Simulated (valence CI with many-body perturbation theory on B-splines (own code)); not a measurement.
The numbers below are computed, except where a source is named.
## Energy levels of Ce⁷⁺

Level of theory: configuration interaction combined with many-body perturbation theory (CI+MBPT): five valence electrons over a frozen Dirac-Fock core [Kr] 4d10, a basis of 7 s, 7 p, 7 d, 7 f, 4 g, 2 h functions for each j, with the one-electron correlation potential Σ1, the two-electron term Σ2, the three-electron term Σ3, Breit, model QED; selected CI, second order for the rest (own B-spline code, finite nucleus).

No measured spectrum was set against this ion. As an estimate, levels hold to about 250 cm⁻¹ or 0.2 % of their energy and the worst to 1 %, as in measured heavy ions of charge 2 to 7; those with d or f electrons hold less well. Among the levels kept, up to 2500 cm⁻¹ of a level comes from second order outside the variational space, and about a tenth of that is noise between levels of different J, which matters for small intervals.

Levels 136 to 180 of 210, with energies above the lowest level, 5s2 5p3 4S°_3/2. "Leading %" is the weight of the configuration and term that name the level; weights of strongly mixed levels are sums over their largest components and can fall short. In the jj column 3d3/2^4 stands for four electrons in 3d with j = 3/2.

```
No.  Configuration  Term     J  E (cm⁻¹)  Leading %     Second component                     Leading jj
136     5s2 5p2 5d    4F   9/2    249750         46   18 % 5s2 5p2 5d 2G  5s^2 5p1/2 5p3/2 5d5/2 (54 %)
137      4f 5s 5p3    2P   3/2    250160         39    22 % 4f 5s 5p3 4P  4f5/2 5s 5p1/2 5p3/2^2 (43 %)
138         5s 5p4    2S   1/2    251000         18       18 % 5s 5p4 2P              5s 5p3/2^4 (30 %)
139      4f 5s 5p3    4P   5/2    251100         24    21 % 4f 5s 5p3 4D  4f5/2 5s 5p1/2 5p3/2^2 (41 %)
140      4f 5s 5p3    4F   7/2    251410         24    21 % 4f 5s 5p3 2G  4f5/2 5s 5p1/2 5p3/2^2 (36 %)
141     4f2 5s2 5p   2P°   3/2    252780         65  19 % 4f2 5s2 5p 2D°  4f5/2 4f7/2 5s^2 5p3/2 (48 %)
142      4f 5s 5p3    2H   9/2    252830         37    19 % 4f 5s 5p3 4G  4f5/2 5s 5p1/2 5p3/2^2 (37 %)
143      4f 5s 5p3    4G  11/2    253220         84  5 % 4f 5s2 5p 5d 4G  4f7/2 5s 5p1/2 5p3/2^2 (75 %)
144      4f 5s 5p3    4P   3/2    254070         30    16 % 4f 5s 5p3 4D  4f5/2 5s 5p1/2 5p3/2^2 (42 %)
145      4f 5s 5p3    4P   1/2    254230         37     9 % 4f 5s 5p3 2P  4f5/2 5s 5p1/2 5p3/2^2 (48 %)
146     4f2 5s2 5p   2P°   1/2    254520         89                       4f5/2 4f7/2 5s^2 5p3/2 (70 %)
147      4f 5s 5p3    2H   9/2    254850         31    10 % 4f 5s 5p3 4G  4f5/2 5s 5p1/2 5p3/2^2 (39 %)
148      4f 5s 5p3    4H  13/2    255110         89  7 % 4f 5s2 5p 5d 4H  4f7/2 5s 5p1/2 5p3/2^2 (89 %)
149      4f 5s 5p3    4F   7/2    255480         43     8 % 4f 5s 5p3 2F  4f5/2 5s 5p1/2 5p3/2^2 (46 %)
150      4f 5s 5p3    2D   5/2    256000         27    25 % 4f 5s 5p3 4F  4f7/2 5s 5p1/2 5p3/2^2 (32 %)
151      4f 5s 5p3    2P   1/2    256460         44    23 % 4f 5s 5p3 4P  4f7/2 5s 5p1/2 5p3/2^2 (39 %)
152      4f 5s 5p3    2H  11/2    258170         74    11 % 4f 5s 5p3 4H  4f5/2 5s 5p1/2 5p3/2^2 (71 %)
153      4f 5s 5p3    4F   3/2    258720         20    19 % 4f 5s 5p3 4D  4f7/2 5s 5p1/2 5p3/2^2 (36 %)
154      4f 5s 5p3    4D   1/2    259720         54   17 % 5s2 5p2 5d 4D  4f5/2 5s 5p1/2 5p3/2^2 (31 %)
155     5s2 5p2 5d    4D   5/2    260070         25    21 % 4f 5s 5p3 4F  5s^2 5p1/2 5p3/2 5d5/2 (29 %)
156      4f 5s 5p3    2D   3/2    260940         29       16 % 5s 5p4 2P  4f7/2 5s 5p1/2 5p3/2^2 (35 %)
157      4f 5s 5p3    2D   3/2    265200         17   17 % 5s2 5p2 5d 4D  5s^2 5p1/2 5p3/2 5d5/2 (30 %)
158      4f 5s 5p3    2F   5/2    265510         52     8 % 4f 5s 5p3 4D  4f7/2 5s 5p1/2 5p3/2^2 (56 %)
159      4f 5s 5p3    2F   7/2    265580         32    31 % 4f 5s 5p3 2G  4f7/2 5s 5p1/2 5p3/2^2 (55 %)
160     5s2 5p2 5d    2G   7/2    266370         42   14 % 5s2 5p2 5d 4D  5s^2 5p1/2 5p3/2 5d5/2 (33 %)
161      4f 5s 5p3    2G   9/2    267270         76    5 % 5s2 5p2 5d 4F  4f7/2 5s 5p1/2 5p3/2^2 (43 %)
162     4f2 5s2 5p   2P°   3/2    270100         94                           4f7/2^2 5s^2 5p3/2 (56 %)
163     5s2 5p2 5d    4P   5/2    271350         24    19 % 4f 5s 5p3 4F  4f5/2 5s 5p1/2 5p3/2^2 (26 %)
164      4f 5s 5p3    4F   3/2    272260         28    15 % 4f 5s 5p3 4D  4f5/2 5s 5p1/2 5p3/2^2 (43 %)
165      4f 5s 5p3    2F   5/2    273720         22    20 % 4f 5s 5p3 4G  4f5/2 5s 5p1/2 5p3/2^2 (52 %)
166      4f 5s 5p3    2P   1/2    273880         26    20 % 4f 5s 5p3 4D  4f5/2 5s 5p1/2 5p3/2^2 (17 %)
167      4f 5s 5p3    4F   7/2    274500         33    31 % 4f 5s 5p3 4G  4f7/2 5s 5p1/2 5p3/2^2 (38 %)
168      4f 5s 5p3    4F   3/2    274590         28    15 % 4f 5s 5p3 2D  4f5/2 5s 5p1/2 5p3/2^2 (33 %)
169      4f 5s 5p3    4G   9/2    274800         26    21 % 4f 5s 5p3 2H  4f5/2 5s 5p1/2 5p3/2^2 (37 %)
170      4f 5s 5p3    4F   5/2    276110         25    15 % 4f 5s 5p3 2F  4f7/2 5s 5p1/2 5p3/2^2 (35 %)
171     5s2 5p2 5d    2F   7/2    276900         33   25 % 5s2 5p2 5d 4D      5s^2 5p3/2^2 5d5/2 (67 %)
172      4f 5s 5p3    4F   9/2    277630         39    12 % 4f 5s 5p3 2H  4f7/2 5s 5p1/2 5p3/2^2 (50 %)
173      4f 5s 5p3    4G   7/2    278010         20    17 % 4f 5s 5p3 4F  4f5/2 5s 5p1/2 5p3/2^2 (40 %)
174      4f 5s 5p3    2H  11/2    278190         36    34 % 4f 5s 5p3 4G  4f7/2 5s 5p1/2 5p3/2^2 (47 %)
175      4f 5s 5p3    4G   5/2    278990         42    12 % 4f 5s 5p3 2F  4f5/2 5s 5p1/2 5p3/2^2 (46 %)
176     5s2 5p2 5d    4P   1/2    279170         21   18 % 5s2 5p2 5d 2P  5s^2 5p1/2 5p3/2 5d3/2 (48 %)
177     5s2 5p2 5d    2D   3/2    279590         30   20 % 5s2 5p2 5d 4P  5s^2 5p1/2 5p3/2 5d3/2 (24 %)
178      4f 5s 5p3    4D   3/2    280080         24   16 % 5s2 5p2 5d 2P  4f5/2 5s 5p1/2 5p3/2^2 (18 %)
179      4f 5s 5p3    4D   5/2    280690         12   11 % 5s2 5p2 5d 4P  4f7/2 5s 5p1/2 5p3/2^2 (25 %)
180     5s2 5p2 5d    2G   9/2    281550         51   21 % 5s2 5p2 5d 4F      5s^2 5p3/2^2 5d5/2 (62 %)
```

Names give the largest LS component (configuration and term), which can be under half, so a name can repeat, a term be missing and a line seem to break the LS rules; names also repeat where a configuration has a term twice.

Where two levels of one J and parity lie close, their mixing, g and order are uncertain.
